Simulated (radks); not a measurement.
Values are calculated unless marked as measured or tabulated.
Species: W LXVI. Configuration: [He] 2s2 2p5.

Code: a radial shooting solver on a logarithmic mesh with Libxc functionals. Model: Dirac Kohn-Sham, LB94 model potential, spin-unpolarised, spherical densities, finite nucleus; open shells fill j = l - 1/2 first; Fermi nuclear charge, rms radius 5.3658 fm.

Energy parts (eV):
| part | energy |
|---|---|
| kinetic | 334210.75 |
| electron-nucleus | -635097.59 |
| Hartree | 18571.27 |
(The LB94 potential has no energy functional, so no total or exchange-correlation energy is given.)

Orbitals (lengths in bohr, moments of r in powers of bohr; r(90%) holds 90 % of the orbital's charge):
| orbital | occ. | eigenvalue (eV) | <r> | r(90%) |
|---|---|---|---|---|
| 1s1/2 | 2 | -75802.45 | 0.01830 | 0.0333 |
| 2s1/2 | 2 | -17739.64 | 0.07538 | 0.117 |
| 2p1/2 | 2 | -17340.67 | 0.06211 | 0.103 |
| 2p3/2 | 3 | -15911.47 | 0.06970 | 0.113 |

The highest occupied level is 2p3/2 at -15911.5 eV. The electron density at the nucleus is 1.381e+06 e/bohr^3. The density falls to 0.001 e/bohr^3 at r = 0.31 bohr.
